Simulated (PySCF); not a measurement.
C4H5Cl2F, SMILES C=C(F)CC(Cl)Cl. Atoms are numbered in the order given.

```xyz
12

C     -2.3949     0.1236    -0.8036
C     -1.4997    -0.5716    -0.1018
F     -1.7232    -0.8513     1.1940
C     -0.1972    -1.1211    -0.5919
C      1.0346    -0.2665    -0.3025
Cl     1.2672    -0.0062     1.4525
Cl     0.9504     1.2987    -1.1755
H     -2.2039     0.3554    -1.8517
H     -3.3120     0.4818    -0.3315
H     -0.0310    -2.1073    -0.1258
H     -0.2430    -1.2616    -1.6830
H      1.9437    -0.7648    -0.6634
```
Charge 0, spin multiplicity 1.

Coordinates come from a r2SCAN-D4/def2-SVP optimisation. The structure was generated by enumeration, and PubChem lists no compound with its InChIKey, so it may never have been made. The values are those of a single conformer.

These are PBE/pcSseg-1 run with PySCF values and carry that method's errors.

GIAO shieldings, no solvent; atoms listed in one row are averaged. δ = σ(ref) − σ: ¹³C against TMS (σ = 182.0 ppm); ¹⁹F against CFCl3 (σ = 133.6 ppm); ³⁵Cl against HCl (σ = 936.5 ppm); ¹H against TMS (σ = 31.49 ppm), references at their B3LYP-D3(BJ)/def2-TZVP geometries, non-relativistic (without spin–orbit terms, shifts of atoms bonded to Cl or Br come out too high).

Task: Estimate the chemical shifts. (An estimate is asked for; the answer gives what the named calculation found.)

Result: 
| nucleus | atoms | count | δ (ppm) |
|---|---|---|---|
| ¹³C | C2 | 1 | 171.4 |
| ¹³C | C1 | 1 | 103.4 |
| ¹³C | C5 | 1 | 94.1 |
| ¹³C | C4 | 1 | 52.3 |
| ¹⁹F | F3 | 1 | -89.4 |
| ³⁵Cl | Cl6 | 1 | 300.7 |
| ³⁵Cl | Cl7 | 1 | 299.5 |
| ¹H | H12 | 1 | 6.45 |
| ¹H | H9 | 1 | 5.39 |
| ¹H | H8 | 1 | 4.97 |
| ¹H | H10 | 1 | 3.07 |
| ¹H | H11 | 1 | 2.87 |
